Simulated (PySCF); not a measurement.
Molecule: sum formula H₂PO₂ (charge 0, doublet). It need not be the lowest isomer of its formula. 
Geometry from a B3LYP-D3(BJ)/def2-TZVP (Ansatz) optimisation:
```
P
O 1 1.6322
H 2 0.9675 1 113.79
O 1 1.6617 2 97.67 3 -33.44
H 4 0.9647 1 112.20 2 160.35
```
Charge 0, spin multiplicity 2.

Dispersion corrections to the total energy (kcal/mol) from the dftd3 and dftd4 libraries through PySCF: D3(BJ) without and D4 with the three-body term, each with the damping fitted for the functional named.

```csv
functional,D3(BJ),D4
LC-wPBE,-1.44,___
TPSS,-1.97,-2.12
CAM-B3LYP,-1.18,-1.27
revPBE,-4.17,-5.46
HF,-15.88,___
HSE06,-0.97,-1.18
BLYP,___,-3.60
```

Q: Some entries are withheld; supply them.

A: 
- LC-wPBE, D4: -1.73
- HF, D4: -6.38
- BLYP, D3(BJ): -3.46
